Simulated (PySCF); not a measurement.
**Working out the electron affinity of Ge**

Ge⁻ [Ar] 3d10 4s2 4p3 (4S) → Ge [Ar] 3d10 4s2 4p2 (3P). All numbers are calculated (PySCF 2.14, scalar relativity through the core potential, in aug-cc-pVTZ-PP with one added diffuse shell each of s, d, f type with ECP10MDF (7s5p5d3f, 68 functions)). Frozen: 3s2 3p6 3d10. Energies in hartree (1 hartree = 27.21139 eV):

| part | Ge⁻ (lower) | Ge (upper) |
| --- | --- | --- |
| UHF | -293.383616 | -293.352854 |
| CCSD correlation | -0.081439 | -0.065301 |
| (T) | -0.003692 | -0.001902 |

Q: What does Hartree-Fock give?

A: (-293.352854) − (-293.383616) = 0.030762 hartree = 0.837 eV.

Q: What do CCSD and CCSD(T) give?

A: The CCSD correlation energies differ by 0.016138 hartree = 0.439 eV and the triples by 0.001790 hartree = 0.049 eV, so CCSD gives 1.276 eV and CCSD(T) 1.325 eV.

Reference: 1.233 eV (measured; photodetachment measurements, as compiled on the Wikipedia data page of electron affinities), between the lowest levels; spin-orbit coupling is absent from the calculation.

What remains against the reference includes basis incompleteness, the frozen core and higher excitations.
